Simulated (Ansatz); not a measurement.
Basis-set extrapolation for C$_{3}$H$_{8}$AlF, SMILES `C[C](C)(F)[AlH2]` (PBE0-D4/def2-TZVP geometry, frozen core, Ansatz 0.2.0). Multiplicity 1, RHF reference.

```tsv
	def2-TZVPP	def2-QZVPP
HF	-459.686201	-459.703283
MP2 correlation	-0.855411	-0.919148
CCSD(T) correlation	-0.936602	not run
```

Energies in hartree. Use E(X) = E(∞) + A·exp(−7.88·√X) for Hartree–Fock and E(X) = E(∞) + B·X^(−2.97) for correlation, with X = 3 and 4, and add CCSD(T) minus MP2 of the smaller set to the MP2 limit.

**Question.** What is the CCSD(T) energy at the basis-set limit?

**Answer.** HF limit: -459.703283 + (-0.017082) × 0.13774 = -459.70564. MP2 limit: -0.919148 + (-0.063737) × 0.74074 = -0.96636. Higher-order term: -0.936602 − (-0.855411) = -0.08119. Total: -460.75319 hartree, 342.3 kJ/mol below CCSD(T)/def2-TZVPP.
